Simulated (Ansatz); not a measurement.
Cost and result for the atomization energy of C$_{2}$H$_{3}$ClCuN, SMILES `CC#[N+][Cu-][Cl]` (8 atoms, 7 bonds).

Cartesian coordinates in Å:
```
C 0.790 0.576 1.429
C 0.130 0.098 0.239
N -0.394 -0.282 -0.707
Cu -1.230 -0.894 -2.223
Cl -2.176 -1.591 -3.942
H 1.780 0.123 1.510
H 0.203 0.310 2.310
H 0.896 1.661 1.384
```

The species carries charge 0 and has multiplicity 1. For Cu the d shell is correlated and the shells below it are frozen. Scalar relativity is left out up to krypton. Geometry: relaxed with PBE0-D4/def2-TZVP. Program: Ansatz. All runs use 4 threads of an Arm Neoverse V1 on a shared host. Times are those of one run each, without the atoms' runs, and a repeat can differ threefold. Electronic energies, without spin–orbit coupling; frozen cores. CCSD(T)/CBS adds CCSD(T) − MP2 in def2-TZVPP to the MP2 limit, and its time is that of the two runs behind it. T1 = 0.022. With those shells the extrapolation isn't a true limit. B3LYP takes the VWN-RPA correlation (the form of Gaussian; ORCA's B3LYP/G). HSE06 is the plane-wave form, built on full-range PBE exchange.

CCSD(T)/CBS is a level of theory with its own doubt, some kJ/mol a heavy atom from the limit and from the frozen cores, so smaller differences don't rank the functionals.

```csv
level,functions,wall time,atomization (kJ/mol),difference from CCSD(T)/CBS,per bond
BLYP-D4/def2-TZVPP,241,2.6 s,3129.1,24.5,3.5
PBE-D4/def2-TZVPP (with forces),241,2.9 s,3218.7,114.1,16.3
PBE0-D4/def2-TZVPP,241,4 s,3113.2,8.6,1.2
HSE06-D4/def2-TZVPP,241,4.3 s,3115.4,10.8,1.5
r2SCAN-D4/def2-TZVPP (with forces),241,6 s,3131.6,27.0,3.9
CCSD(T)/def2-SVP,106,6.5 s,2934.0,-170.6,-24.4
B3LYP-D4/def2-TZVPP (with forces),241,6.5 s,3094.8,-9.8,-1.4
r2SCANh-D4/def2-TZVPP,241,7 s,3093.3,-11.3,-1.6
B2PLYP/def2-TZVPP,241,7 s,3085.5,-19.1,-2.7
PBE-QIDH/def2-TZVPP,241,7 s,3086.1,-18.5,-2.6
MP2/def2-QZVPP,431,21 s,3171.2,66.6,9.5
CCSD(T)/def2-TZVPP,241,3.2 min,3007.6,-97.0,-13.9
CCSD(T)/CBS(def2),–,3.6 min,3104.6,0.0,0.0
```

At CCSD(T), def2-SVP lies −170.5 kJ/mol from the extrapolated value and def2-TZVPP −97.0 kJ/mol: correlation converges slowly with the basis, and small sets miss more of it in the bonded molecule than in its fragments. Leaving LDA and LC-ωPBE aside and taking each functional with its dispersion term where it has one, the values, not all of them listed here, spread over 257.8 kJ/mol, from BHLYP-D4 to PBE-D4. LDA lies +406.4 kJ/mol from PBE without D4, its usual overbinding. The D4 term adds +24.5 kJ/mol with B3LYP and +12.9 kJ/mol with PBE0; it sums over pairs of atoms, weighted by their polarisabilities, and B3LYP, whose exchange is more repulsive, gets the larger term.
